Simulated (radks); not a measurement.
Values are calculated unless marked as measured or tabulated.
Q: Yb2+, configuration [Xe] 4f13 6d1 (not the ground configuration). Level of theory: scalar-relativistic Kohn-Sham, PBEsol, spin-polarised, spherical densities, finite nucleus; open shells are filled with parallel spins first (spin-orbit coupling, left out, can overturn this in heavy ions); Fermi nuclear charge, rms radius 5.3108 fm (a radial shooting solver on a logarithmic mesh with Libxc functionals). Some entries of the table are withheld. Estimate them.

| orbital | occ. | eigenvalue (eV) | <r^2> (bohr^2) |
|---|---|---|---|
| 1s down | 1 | -61231.05 | 0.0005303 |
| 1s up | 1 | -61231.05 | 0.0005303 |
| 2s up | 1 | -10398.31 | 0.008216 |
| 2s down | 1 | -10398.29 | 0.008216 |
| 2p up | 3 | -9170.503 | 0.006716 |
| 2p down | 3 | -9170.485 | 0.006716 |
| 3s up | 1 | -2366.069 | 0.05374 |
| 3s down | 1 | -2365.587 | 0.05373 |
| 3p up | 3 | -1995.828 | 0.05424 |
| 3p down | 3 | -1995.346 | 0.05423 |
| 3d up | 5 | -1544.262 | 0.04513 |
| 3d down | 5 | -1543.889 | 0.04511 |
| 4s up | 1 | -488.3726 | 0.2686 |
| 4s down | 1 | -487.4187 | 0.2686 |
| 4p up | 3 | -366.6785 | 0.3051 |
| 4p down | 3 | -365.7440 | 0.3052 |
| 4d up | 5 | -206.3790 | 0.3624 |
| 4d down | 5 | -205.4637 | 0.3627 |
| 5s up | 1 | (1) | (2) |
| 5s down | 1 | (3) | (4) |
| 5p up | 3 | -51.6410 | 2.187 |
| 5p down | 3 | -51.2763 | 2.201 |
| 4f up | 7 | -30.6993 | 0.6986 |
| 4f down | 6 | -29.8671 | 0.7095 |
| 6d up | 1 | -8.3022 | 33.47 |

A: 
(1) 5s up eigenvalue (eV): -80.3072
(2) 5s up <r^2> (bohr^2): 1.581
(3) 5s down eigenvalue (eV): -79.8318
(4) 5s down <r^2> (bohr^2): 1.587
